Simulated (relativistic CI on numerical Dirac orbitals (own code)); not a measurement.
Slater and spin-orbit integrals, Mo37+

Calculated at this level of theory: Dirac-Coulomb-Breit CI, separate exchange-only KLI orbitals for each configuration, model QED (radiative potential, 1s self-energy scaled to tabulated hydrogen-like ionisation energies), unscaled Slater integrals (own radial code, finite nucleus).

Slater integrals F^k, G^k are unscaled and averaged over j, outside the closed core 1s2; ζ comes from projecting the Hamiltonian with its Breit term on Σ l·s of the shell.

- 2s2.2p: ζ(2p) = 650780 cm⁻¹; <r>(2p) = 0.1239, <r^2>(2p) = 0.01855 (bohr units).
- 2s.2p2: F^2(2p,2p) = 769310, G^1(2s,2p) = 809850, ζ(2p) = 647080 cm⁻¹; <r>(2s) = 0.1444, <r^2>(2s) = 0.02446, <r>(2p) = 0.124, <r^2>(2p) = 0.01859 (bohr units).
- 2p3: F^2(2p,2p) = 767660, ζ(2p) = 643460 cm⁻¹; <r>(2p) = 0.1243, <r^2>(2p) = 0.01867 (bohr units).

Averages of the first 10 configurations, taken without configuration mixing, which lowers the lowest level and can move excited configurations by several eV; other configurations of the list can lie among them:

```csv
Configuration,Parity,States,Average energy above the lowest level (eV)
2s2.2p,odd,6,85.7
2s.2p2,even,30,277.7
2p3,odd,20,502.8
2p2.3s,even,30,3343.1
2p2.3p,odd,90,3402.5
2p2.3d,even,150,3452.2
2s2.3s,even,2,2970.7
2s2.3p,odd,6,3035.2
2s2.3d,even,10,3085.1
2s.2p.3s,odd,24,3140.2
```
